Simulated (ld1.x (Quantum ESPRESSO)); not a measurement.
## Br (Z = 35), TM: configuration errors across variants

```
Element                 : Br (Z = 35)
Generator               : ld1.x (Quantum ESPRESSO) 7.5
Type                    : norm-conserving Troullier–Martins (Kleinman–Bylander form)
Functional              : revPBE
Relativity              : scalar-relativistic
Frozen core             : [Ar]
Valence charge          : 17
Reference configuration : 3d10 4s1.75 4p5.25
Partial waves           : 4s (bound): rc 1.20 bohr; 4p (bound): rc 1.20 bohr; 3d (bound): rc 0.65 bohr
Local potential         : all-electron potential smoothed inside 1.05 bohr (lloc = -1)
Core correction         : a·sin(br)/r model core inside 0.50 bohr
```

All-electron excitation energies from the reference (eV): (1) 3d10 4s2 4p5 -3.070; (2) 3d10 4s2 4p4 9.446; (3) 3d10 4s2 4p3 32.168; (4) 3d10 4s1 4p6 9.280; (5) 3d10 4s1 4p5 22.432; (6) 3d9 4s2 4p5 75.306; (7) 3d9 4s2 4p6 61.210.

Tests that are not counted but printed errors over 1 eV. “local potential all-electron potential smoothed inside 0.76 bohr (lloc = -1)”: 3d9 4s2 4p5 (solver errors, printed error -298 eV); 3d9 4s2 4p6 (solver errors, printed error -4043 eV).

A true bound ghost makes a file unfit for plane-wave use even where its test errors are small: the radial tests pick states by their node count and pass the ghost by. Where a test does run into it, the solver fails or the error is huge.

Errors AE − PS in meV (a dash: test not solved or not reliable):

```tsv
change	(1)	(2)	(3)	(4)	(5)	(6)	(7)	bound ghosts
base	+0.4	+2.9	+21	+0.4	+13	-236	-410	s
local potential all-electron potential smoothed inside 0.50 bohr (lloc = -1)	+0.3	+0.5	+9.1	-0.6	+2.8	-578	-679	s, p
local potential all-electron potential smoothed inside 0.64 bohr (lloc = -1)	+0.3	-1.8	-4.9	-1.6	-5.5	-996	-1033	s, p
local potential all-electron potential smoothed inside 0.76 bohr (lloc = -1)	-1.0	-24	-97	-13	-82	–	–	s, p
local potential all-electron potential smoothed inside 0.98 bohr (lloc = -1)	+0.4	+3.7	+26	+0.7	+16	-17	-232	s
local potential all-electron potential smoothed inside 1.10 bohr (lloc = -1)	+0.4	+2.4	+18	+0.2	+12	-361	-514	s
local potential all-electron potential smoothed inside 1.38 bohr (lloc = -1)	–	+2.1	+19	0.0	+8.6	–	-564	none
```

**Question.** Give the same row for: local potential all-electron potential smoothed inside 1.18 bohr (lloc = -1).

**Answer.** +0.1, -0.9, -7.4, -0.9, +4.4, –, –; bound ghosts: s. Not counted: 3d9 4s2 4p5 (solver errors, printed error -24.7 eV); 3d9 4s2 4p6 (solver errors, printed error -23.0 eV).
